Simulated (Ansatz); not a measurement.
`F[B-](F)(F)[n+]1ccccc1` at its PBE0-D4/def2-TZVP geometry, where that method's forces vanish. Total charge 0; spin multiplicity 1.

```xyz
15

F     1.4126   -1.5346   -2.0588
B     1.7041   -0.3197   -1.4941
F     2.8553   -0.3311   -0.7488
F     1.6239    0.7236   -2.3807
N     0.4856   -0.0532   -0.4019
C     0.6017   -0.5149    0.8428
C    -0.4178   -0.3706    1.7612
C    -1.5825    0.2701    1.3704
C    -1.6895    0.7459    0.0736
C    -0.6289    0.5655   -0.7904
H     1.5428   -0.9955    1.0754
H    -0.2933   -0.7541    2.7651
H    -2.3992    0.3989    2.0710
H    -2.5805    1.2540   -0.2703
H    -0.6343    0.9156   -1.8142
```

(1) What forces (eV/Å) does PBE-D4/def2-TZVPP give on these atoms in the Gaussian-basis code of Ansatz? (Best estimate.)

## Answers

(1) The calculation gave: 
```
F1  -0.159 -0.581 -0.256
B2  -0.113  0.046  0.114
F3   0.552  0.003  0.346
F4  -0.025  0.497 -0.420
N5   0.278 -0.049 -0.242
C6   0.204 -0.183  0.270
C7   0.005 -0.073  0.206
C8  -0.212  0.034  0.183
C9  -0.189  0.097 -0.052
C10 -0.206  0.177 -0.272
H11  0.212 -0.104  0.047
H12  0.026 -0.085  0.225
H13 -0.178  0.029  0.153
H14 -0.200  0.114 -0.075
H15  0.005  0.078 -0.228
```
